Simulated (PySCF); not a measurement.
(1Z,3Z)-1,4-difluorobuta-1,3-diene (C4H4F2), SMILES F/C=C\C=C/F. Geometry: PBE-D3(BJ)/def2-SVP. The values are those of a single conformer.

Computed equilibrium geometry at PBE-D3(BJ)/def2-SVP (PySCF confirms it by a frequency run) as Cartesian coordinates in Å, and its point group (one conformer of several):
point group C2h.
```xyz
10

F      0.5107     2.4835     0.0000
C     -0.6184     1.7527     0.0000
C     -0.6025     0.4021     0.0000
C      0.6025    -0.4021     0.0000
C      0.6184    -1.7527     0.0000
F     -0.5107    -2.4835     0.0000
H     -1.5285     2.3736     0.0000
H     -1.5778    -0.1072     0.0000
H      1.5778     0.1072     0.0000
H      1.5285    -2.3736     0.0000
```
Charge 0, spin multiplicity 1.
